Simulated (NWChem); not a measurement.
System: C2HCl2, doublet; SMILES Cl[C]=CCl

The following NWChem deck was run.

```
start job
memory heap 200 mb stack 900 mb global 1100 mb
geometry units angstroms noautosym nocenter noautoz
  Cl     0.386712    -1.804478     0.000000
  C     -0.851077    -0.686263     0.000000
  C     -0.962511     0.637642     0.000000
  Cl     0.409914     1.731977     0.000000
  H     -1.942288     1.138482     0.000000
end
basis spherical
  * library cc-pvtz
end
dft
  odft
  mult 2
  xc xcamb88 1.00 lyp 0.81 vwn_5 0.19 hfexch 1.00
  cam 0.33 cam_alpha 0.19 cam_beta 0.46
  iterations 150
end
property
  efieldgrad
end
task dft property
```

Excerpt of the output:

```
             Northwest Computational Chemistry Package (NWChem) 7.3.0
             --------------------------------------------------------

                             Geometry "geometry" -> ""
                             -------------------------

 Output coordinates in angstroms (scale by  1.889725989 to convert to a.u.)

  No.       Tag          Charge          X              Y              Z
 ---- ---------------- ---------- -------------- -------------- --------------
    1 Cl                  17.0000     0.38671200    -1.80447800     0.00000000
    2 C                    6.0000    -0.85107700    -0.68626300     0.00000000
    3 C                    6.0000    -0.96251100     0.63764200     0.00000000
    4 Cl                  17.0000     0.40991400     1.73197700     0.00000000
    5 H                    1.0000    -1.94228800     1.13848200     0.00000000

 Effective nuclear repulsion energy (a.u.)     170.3118687428

                              NWChem Property Module
                              ----------------------

  itol2e modified to match energy
  convergence criterion.

                                 NWChem DFT Module
                                 -----------------

 Summary of "ao basis" -> "ao basis" (spherical)
 ------------------------------------------------------------------------------
       Tag                 Description            Shells   Functions and Types
 ---------------- ------------------------------  ------  ---------------------
 Cl                         cc-pvtz                 12       34   5s4p2d1f
 C                          cc-pvtz                 10       30   4s3p2d1f
 H                          cc-pvtz                  6       14   3s2p1d

  itol2e modified to match energy
  convergence criterion.

            General Information
            -------------------
          SCF calculation type: DFT
          Wavefunction type:  spin polarized.
          No. of atoms     :     5
          No. of electrons :    47
           Alpha electrons :    24
            Beta electrons :    23
          Charge           :     0
          Spin multiplicity:     2
          Use of symmetry is: off; symmetry adaption is: off
          Maximum number of iterations: 150
          AO basis - number of functions:   142
                     number of shells:    50
          Convergence on energy requested:  1.00D-07
          Convergence on density requested:  1.00D-05
          Convergence on gradient requested:  5.00D-04

              XC Information
              --------------
                     Hartree-Fock (Exact) Exchange  1.000
                   CAM-Becke88 Exchange Functional  1.000
                      VWN V Correlation Functional  0.190 local
              Lee-Yang-Parr Correlation Functional  0.810

           Range-Separation Parameters
           ---------------------------
           Alpha           :  0.19
           Beta            :  0.46
           Gamma           :  0.33
           Short-Range HF  :     F

             Grid Information
             ----------------
          Grid used for XC integration:  fine
          Radial quadrature: Mura-Knowles
          Angular quadrature: Lebedev.
          Tag              B.-S. Rad. Rad. Pts. Rad. Cut. Ang. Pts.
          ---              ---------- --------- --------- ---------
          Cl                  1.00      123          11.0       770
          C                   0.70       70           9.0       590
          H                   0.35       60          11.0       590
          Grid pruning is: on
          Number of quadrature shells:   446
          Spatial weights used:  Erf1

      Superposition of Atomic Density Guess
      -------------------------------------

 Sum of atomic energies:        -994.81369194

      Non-variational initial energy
      ------------------------------

 Total energy =    -996.135550
 1-e energy   =   -1710.554764
 2-e energy   =     544.107345
 HOMO         =      -0.185122
 LUMO         =       0.056602

   convergence    iter        energy       DeltaE   RMS-Dens  Diis-err
 ---------------- ----- ----------------- --------- --------- ---------
 d= 0,ls=0.0,diis     1   -997.0771173217 -1.17D+03  2.79D-03  2.39D-01
                                                     1.96D-03  2.19D-01
 d= 0,ls=0.0,diis     2   -997.1091108395 -3.20D-02  1.47D-03  8.36D-02
                                                     1.33D-03  8.41D-02
 d= 0,ls=0.0,diis     3   -997.1421521660 -3.30D-02  6.39D-04  2.33D-02
                                                     4.54D-04  1.88D-02
 d= 0,ls=0.0,diis     4   -997.1534890179 -1.13D-02  1.13D-04  4.93D-04
                                                     1.15D-04  8.57D-04
 d= 0,ls=0.0,diis     5   -997.1538972845 -4.08D-04  9.74D-05  1.80D-04
                                                     5.33D-05  6.56D-05
  Resetting Diis
 d= 0,ls=0.0,diis     6   -997.1540343852 -1.37D-04  3.54D-05  2.56D-05
                                                     4.77D-05  6.43D-05
 d= 0,ls=0.0,diis     7   -997.1540930603 -5.87D-05  3.16D-05  1.19D-05
                                                     2.27D-05  5.66D-06
 d= 0,ls=0.0,diis     8   -997.1541179439 -2.49D-05  9.49D-06  2.81D-06
                                                     1.83D-05  9.92D-06
 d= 0,ls=0.0,diis     9   -997.1541288289 -1.09D-05  5.50D-05  5.67D-06
                                                     5.17D-05  1.93D-06
 d= 0,ls=0.0,diis    10   -997.1541528976 -2.41D-05  1.37D-05  5.35D-07
                                                     1.39D-05  6.96D-07
 d= 0,ls=0.0,diis    11   -997.1541549118 -2.01D-06  7.01D-06  7.36D-08
                                                     6.85D-06  9.19D-08
 d= 0,ls=0.0,diis    12   -997.1541553182 -4.06D-07  2.06D-06  1.37D-08
                                                     1.79D-06  1.10D-08
 d= 0,ls=0.0,diis    13   -997.1541553471 -2.89D-08  2.07D-07  7.43D-10
                                                     3.05D-07  1.34D-09

         Total DFT energy =     -997.154155347132
      One electron energy =    -1711.779678222285
           Coulomb energy =      611.895447359643
    Exchange-Corr. energy =      -67.581793227267
 Nuclear repulsion energy =      170.311868742778

 Numeric. integr. density =       47.000000201318

                    DFT Final Alpha Molecular Orbital Analysis
                    ------------------------------------------

 Vector   22  Occ=1.000000D+00  E=-3.917110D-01
              MO Center=  2.6D-01,  1.6D+00,  7.8D-12, r^2= 1.7D+00
   Bfn.  Coefficient  Atom+Function         Bfn.  Coefficient  Atom+Function
  ----- ------------  ---------------      ----- ------------  ---------------
   104      0.391457  4 Cl py               103     -0.355608  4 Cl px
   110      0.268637  4 Cl py               109     -0.236050  4 Cl px
   107      0.199154  4 Cl py               106     -0.182726  4 Cl px
    38      0.087355  2 C  s                130     -0.081213  5 H  s
     9      0.075383  1 Cl px                68     -0.073177  3 C  s

 Vector   23  Occ=1.000000D+00  E=-3.309214D-01
              MO Center= -5.0D-01, -8.3D-01, -1.4D-09, r^2= 2.8D+00
   Bfn.  Coefficient  Atom+Function         Bfn.  Coefficient  Atom+Function
  ----- ------------  ---------------      ----- ------------  ---------------
     9      0.302576  1 Cl px                42     -0.290316  2 C  px
    15      0.251932  1 Cl px                39     -0.227143  2 C  px
    38      0.210930  2 C  s                 45     -0.210538  2 C  px
    46     -0.198337  2 C  py                43     -0.191870  2 C  py
   104     -0.159507  4 Cl py                12      0.156307  1 Cl px

 Vector   24  Occ=1.000000D+00  E=-3.267590D-01
              MO Center= -2.9D-01,  3.0D-02,  1.6D-09, r^2= 3.3D+00
   Bfn.  Coefficient  Atom+Function         Bfn.  Coefficient  Atom+Function
  ----- ------------  ---------------      ----- ------------  ---------------
   105      0.289943  4 Cl pz                11      0.264325  1 Cl pz
    44     -0.250172  2 C  pz               111      0.234953  4 Cl pz
    17      0.220822  1 Cl pz                74     -0.217965  3 C  pz
    41     -0.196830  2 C  pz                47     -0.181873  2 C  pz
    71     -0.175322  3 C  pz                77     -0.158754  3 C  pz

 Vector   25  Occ=0.000000D+00  E= 2.361121D-02
              MO Center= -7.3D-01,  1.1D-02, -3.1D-10, r^2= 2.8D+00
   Bfn.  Coefficient  Atom+Function         Bfn.  Coefficient  Atom+Function
  ----- ------------  ---------------      ----- ------------  ---------------
    77     -0.640614  3 C  pz                47      0.604913  2 C  pz
    44      0.308342  2 C  pz                74     -0.294815  3 C  pz
    17     -0.254353  1 Cl pz                71     -0.245890  3 C  pz
    41      0.243156  2 C  pz               111      0.227977  4 Cl pz
    11     -0.116439  1 Cl pz               105      0.113828  4 Cl pz

 Vector   26  Occ=0.000000D+00  E= 5.862749D-02
              MO Center=  4.4D-02, -3.2D-01,  1.3D-11, r^2= 4.8D+00
   Bfn.  Coefficient  Atom+Function         Bfn.  Coefficient  Atom+Function
  ----- ------------  ---------------      ----- ------------  ---------------
    38      1.156788  2 C  s                  5     -0.832812  1 Cl s
    15      0.610955  1 Cl px                99     -0.577184  4 Cl s
    16     -0.554161  1 Cl py               109      0.483220  4 Cl px
    68      0.461075  3 C  s                 76      0.406550  3 C  py
   110      0.372934  4 Cl py                45      0.367287  2 C  px

 Vector   27  Occ=0.000000D+00  E= 8.018845D-02
              MO Center= -1.6D+00,  1.1D+00,  1.7D-11, r^2= 4.9D+00
   Bfn.  Coefficient  Atom+Function         Bfn.  Coefficient  Atom+Function
  ----- ------------  ---------------      ----- ------------  ---------------
    68      2.083028  3 C  s                131     -2.056791  5 H  s
    75     -0.652812  3 C  px                76      0.518772  3 C  py
    38     -0.431139  2 C  s                109      0.409715  4 Cl px
    99     -0.299055  4 Cl s                 66      0.296479  3 C  s
   130     -0.295638  5 H  s                 16      0.281220  1 Cl py

                     DFT Final Beta Molecular Orbital Analysis
                     -----------------------------------------

[...]

          -----------------------
          Electric field gradient
          -----------------------

 1 a.u. = 0.324123 10**(16) esu/cm**3  ( or statvolts/cm**2 ) = 0.97174 10**(22) v/m**2

 ------------------------------------------------------------
   Atom      X         Y         Z
 ------------------------------------------------------------
    1 Cl   0.73078  -3.40997   0.00000
 ------------------------------------------------------------

 Electric field gradient in molecular frame (a.u.)
         XX             YY             ZZ             XY             XZ             YZ
 ------------------------------------------------------------------------------------------
       -1.438757      -0.502955       1.941712       2.489690      -0.000000       0.000000

 Principal components (a.u.) and orientation
 of principal axis w.r.t. absolute frame                      Asymmetry parameter eta
 --------------------------------------------------------------------------------------
       -3.504132       1.941712       1.562420                       0.108241

        0.769643       0.000000       0.638474
       -0.638474       0.000000       0.769643
        0.000000       1.000000      -0.000000

 ------------------------------------------------------------
   Atom      X         Y         Z
 ------------------------------------------------------------
    2 C   -1.60830  -1.29685   0.00000
 ------------------------------------------------------------

 Electric field gradient in molecular frame (a.u.)
         XX             YY             ZZ             XY             XZ             YZ
 ------------------------------------------------------------------------------------------
       -0.211816       0.218656      -0.006840       0.113625       0.000000      -0.000000

 Principal components (a.u.) and orientation
 of principal axis w.r.t. absolute frame                      Asymmetry parameter eta
 --------------------------------------------------------------------------------------
        0.246807      -0.239967      -0.006840                       0.944572

        0.240482       0.970654       0.000000
        0.970654      -0.240482       0.000000
       -0.000000      -0.000000       1.000000

 ------------------------------------------------------------
   Atom      X         Y         Z
 ------------------------------------------------------------
    3 C   -1.81888   1.20497   0.00000
 ------------------------------------------------------------

 Electric field gradient in molecular frame (a.u.)
         XX             YY             ZZ             XY             XZ             YZ
 ------------------------------------------------------------------------------------------
       -0.097290       0.084297       0.012993      -0.315469       0.000000      -0.000000

 Principal components (a.u.) and orientation
 of principal axis w.r.t. absolute frame                      Asymmetry parameter eta
 --------------------------------------------------------------------------------------
       -0.334771       0.321778       0.012993                       0.922379

        0.798930      -0.601424      -0.000000
        0.601424       0.798930       0.000000
        0.000000      -0.000000       1.000000

 ------------------------------------------------------------
   Atom      X         Y         Z
 ------------------------------------------------------------
    4 Cl   0.77463   3.27296   0.00000
 ------------------------------------------------------------

 Electric field gradient in molecular frame (a.u.)
         XX             YY             ZZ             XY             XZ             YZ
 ------------------------------------------------------------------------------------------
       -1.429650      -0.339914       1.769564      -2.921080      -0.000000      -0.000000

 Principal components (a.u.) and orientation
 of principal axis w.r.t. absolute frame                      Asymmetry parameter eta
 --------------------------------------------------------------------------------------
       -3.856245       2.086681       1.769564                       0.082234

        0.769210      -0.638997      -0.000000
        0.638997       0.769210       0.000000
        0.000000      -0.000000       1.000000

 ------------------------------------------------------------
   Atom      X         Y         Z
 ------------------------------------------------------------
    5 H   -3.67039   2.15142   0.00000
 ------------------------------------------------------------

 Electric field gradient in molecular frame (a.u.)
         XX             YY             ZZ             XY             XZ             YZ
 ------------------------------------------------------------------------------------------
       -0.182882       0.036368       0.146514       0.156751      -0.000000       0.000000

 Principal components (a.u.) and orientation
 of principal axis w.r.t. absolute frame                      Asymmetry parameter eta
 --------------------------------------------------------------------------------------
       -0.264538       0.146514       0.118024                       0.107697

        0.886879       0.000000       0.462001
       -0.462001       0.000000       0.886879
        0.000000       1.000000      -0.000000
```

Level: CAM-B3LYP/cc-pVTZ, spin-unrestricted. In the optimisation the excess spin sits in a' (Cs, its own frame). Coordinates come from a PBE-D3(BJ)/def2-SVP, spin-unrestricted optimisation. No stability test was run on the SCF state. NWChem prints the field gradient with the sign opposite to the second derivative of the potential.
